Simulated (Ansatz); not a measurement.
Reactions of `Cc1ccc(C(=O)Cl)cc1`.

Calculated with Ansatz (gas phase, PBE0-D4/def2-TZVP geometries, no zero-point term in ΔE). CBS: MP2 limit from def2 TZ/QZ plus the TZ coupled-cluster correction, frozen cores. This one scheme is used for every species, atoms too. For atomizations the MP2-based limit and the directly extrapolated one differ by several kJ/mol either way, and by 10 to 25 for some Ge, Se and Sn compounds, so smaller differences from it don't rank the levels. Open shells (•) are unrestricted, without spin–orbit coupling. Spin–orbit coupling would lower the free atoms: a little for C, Cl, O. Elements past krypton have def2 core potentials. Bonds to In, Se are less sure, by a few kJ/mol each and by 10 to 20 or more in all where they break to atoms, as the def2 sets lack core-valence functions. Scalar relativity is left out up to krypton. Each species was taken in one conformer, which may not be the lowest.

(1) Order these by ΔE at CCSD(T)/CBS, lowest first. (Best estimate.)
A. `Cc1ccc(C(=O)Cl)cc1` + `[Cl][InH][SeH]` → `C[Se][InH][Cl]` + `O=C(Cl)c1ccccc1`
B. `Cc1ccc(C(=O)Cl)cc1` + H₂ → `O=C(Cl)c1ccccc1` + CH₄
C. `Cc1ccc(C(=O)Cl)cc1` + CH₃OH → `COc1ccc(C(=O)Cl)cc1` + CH₄
D. `Cc1ccc(C(=O)Cl)cc1` + H₂O → `Cc1ccc(C(=O)O)cc1` + HCl
E. `Cc1ccc(C(=O)Cl)cc1` + `COc1ccccc1` → `COc1ccc(C(=O)Cl)cc1` + `Cc1ccccc1`
F. `Cc1ccc(C(=O)Cl)cc1` → 8 C• + Cl• + 7 H• + O•
G. `Cc1ccc(C(=O)Cl)cc1` → `[CH2]` (triplet) + `O=C(Cl)c1ccccc1`

Largest T1 diagnostic: 0.014, for `COc1ccc(C(=O)Cl)cc1`.

## Answers

(1) B (-0.58 eV), D (-0.39 eV), E (-0.04 eV), C (+0.07 eV), A (+0.18 eV), G (+4.64 eV), F (+82.91 eV).
